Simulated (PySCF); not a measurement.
H6PSi, SMILES [SiH3][PH3+], charge +1.

Geometry: PBE0-D3(BJ)/def2-TZVP. The isomer is the one that the SMILES or the coordinates give; other isomers of the formula were not compared.

Level of theory: TDDFT-PBE0/def2-SVPD run with PySCF.

Vertical excitations; the highest root listed may be one member of a degenerate set.  State labels are in the subgroup Cs.

Give excitation energies, oscillator strengths and character. (The exact figures need the calculation; the answer reports its results.)


```
state  symmetry  energy (eV)  λ (nm)      f                                                  main pairs
-----  --------  -----------  ------  -----  ----------------------------------------------------------
S1           A'         8.39     148  0.003                                HOMO−1→LUMO (degenerate set)
S2           A"         8.39     148  0.003                                  HOMO→LUMO (degenerate set)
S3           A"         8.60     144  0.000                        HOMO→LUMO+2 49 %, HOMO−1→LUMO+1 49 %
S4           A"         8.66     143  0.001  HOMO−1→LUMO+1, HOMO→LUMO+2, HOMO−2→LUMO+1 (degenerate set)
S5           A'         8.66     143  0.001  HOMO→LUMO+1, HOMO−1→LUMO+2, HOMO−2→LUMO+2 (degenerate set)
S6           A'         8.79     141  0.007      HOMO−2→LUMO 40 %, HOMO−1→LUMO+2 29 %, HOMO→LUMO+1 29 %
S7           A'         8.92     139  0.021  HOMO−2→LUMO+2, HOMO→LUMO+1, HOMO−1→LUMO+2 (degenerate set)
S8           A"         8.92     139  0.021  HOMO−2→LUMO+1, HOMO→LUMO+2, HOMO−1→LUMO+1 (degenerate set)
S9           A'         9.50     131  0.050                              HOMO−1→LUMO+3 (degenerate set)
S10          A"         9.50     131  0.050                                HOMO→LUMO+3 (degenerate set)
T1           A'         7.65     162      0                 HOMO−2→LUMO+2, HOMO−1→LUMO (degenerate set)
T2           A"         7.65     162      0                   HOMO−2→LUMO+1, HOMO→LUMO (degenerate set)
T3           A'         7.77     159      0                                            HOMO−2→LUMO 80 %
T4           A"         7.87     157      0                          HOMO→LUMO 74 %, HOMO−2→LUMO+1 20 %
```
Triplets are in the Tamm–Dancoff approximation, which puts them higher than full response would, so one can lie above its singlet here.
